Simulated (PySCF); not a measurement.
**Dipole response of Cl⁺ (chlorine, charge +1)**

[Ne] 3s2 3p3 3d1, high-spin 5D determinant (an excited configuration). Computed with PySCF 2.14 in aug-cc-pVQZ-DK, with the spin-free X2C one-electron Hamiltonian (Gaussian nucleus). Coupled (time-dependent) response in atomic units; α is the mean over directions.

```json
{"method": "r2SCAN0", "mean α (bohr³)": "31.44", "α xx, yy, zz": "42.42, 42.42, 9.461", "C₆ (like pair)": "120.7", "S(−4)": "4011"}
{"method": "BP86", "mean α (bohr³)": "69.31", "α xx, yy, zz": "99.11, 99.11, 9.723", "C₆ (like pair)": "221.8", "S(−4)": "40510"}
```

S(−4) is the Cauchy moment in α(ω) = α(0) + S(−4) ω² + …

α(iu) at r2SCAN0:

```csv
u (hartree),α(iu) (bohr³)
0,31.44
0.0500,24.60
0.100,17.35
0.200,11.81
0.300,9.593
0.500,6.962
0.750,4.821
1.00,3.439
1.50,1.937
2.00,1.225
3.00,0.6195
5.00,0.2583
```

A single London oscillator, α(iu) = α/(1 + u²/ω²), gives C₆ = (3/4) ω α². Matching the computed C₆ needs ω = 4 × 120.7 / (3 × 31.44²) = 0.163 hartree.

For an ion, C₆ is the dispersion term alone; charge-induced terms of lower order in 1/R come first.

The components differ because the open shell of this determinant is not spherical; for a pure term their mean is the scalar polarisability.

The outer electron is Rydberg-like, and this basis confines it to a smaller radius and binds it less than a complete one would.
